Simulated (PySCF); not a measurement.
# Vertical excitation energies

Species: C₄H₆FO₂ (charge +1).
InChI=1S/C4H6FO2/c1-3-6-2-4(5)7-3/h4H,2H2,1H3/q+1/t4-/m1/s1

Theory: TDDFT B3LYP/def2-SVPD, vertical, gas phase, core orbitals frozen in the response (PySCF 2.14.0, density-fitted response routines). Isolated species at its GFN2-xTB geometry, gas phase.

```csv
state,E (eV),λ (nm),f,"main configurations (H = HOMO, L = LUMO)"
S1,6.80,182.2,0.0090,H→L (92%)
S2,7.37,168.1,0.083,"H-1→L (81%), H-2→L (8%)"
S3,7.70,161.0,0.016,"H-2→L (71%), H-3→L (10%), H-1→L (9%)"
S4,8.12,152.8,0.013,"H-4→L (52%), H-5→L (26%), H-2→L (12%)"
S5,8.30,149.3,0.013,"H-5→L (68%), H-4→L (24%)"
S6,8.37,148.1,0.258,"H-3→L (73%), H-4→L (18%)"
S7,9.30,133.3,0.019,H-6→L (88%)
S8,9.42,131.7,0.0073,H-7→L (95%)
```

Triplets (Tamm–Dancoff): T1 5.95 eV, H-1→L (68%), H→L (25%); T2 6.62 eV, H→L (67%), H-1→L (27%); T3 7.22 eV, H-3→L (63%), H-2→L (28%).

The lowest singlet lies at 6.80 eV (182 nm, vacuum ultraviolet) and is weak; its leading configuration is HOMO→LUMO (92%). The most intense listed level is S6 at 8.37 eV (148 nm, f = 0.258), 1.57 eV above S1. Löwdin shares by element: HOMO fluorine 37%, carbon 30% or more, oxygen 10% or more (atoms not listed hold the other 22%); LUMO carbon 52% or more, oxygen 36%. The oscillator strengths of these states sum to 0.419; summed over the whole spectrum of an exact calculation they would give the number of electrons, 54 (Thomas–Reiche–Kuhn). Orbital energies (eV): HOMO-3 -16.60, HOMO-2 -16.29, HOMO-1 -15.58, HOMO -15.36, LUMO -7.46, LUMO+1 -4.54, LUMO+2 -3.74. Weighted by f, the mean energy of these states is 8.16 eV. Only the lowest 8 singlets were computed, as vertical energies without vibronic structure.
